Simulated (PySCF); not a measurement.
C3H6F2Si, SMILES C1(CC1)([SiH2]F)F.

Geometry optimised at B3LYP-D3(BJ)/def2-SVP. The structure was generated by enumeration, and PubChem lists no compound with its InChIKey, so it may never have been made. The values are those of a single conformer.

Level of theory: PBE/def2-TZVP run with PySCF.

Computed frontier levels, gap, dipole moment and polarisability:
```yaml
highest_occupied_level: -6.93 eV
lowest_empty_level: -1.07 eV
orbital_gap: 5.85 eV
dipole_moment: 0.64 D
quadrupole, principal values (traceless, Buckingham form, about the centre of nuclear charge): -6.98, 2.47, 4.51 D·Å
mean_static_polarisability: 60.3 bohr³ (8.94 Å³)
polarisability_principal_values: 53.9, 58.0, 69.1 bohr³
```
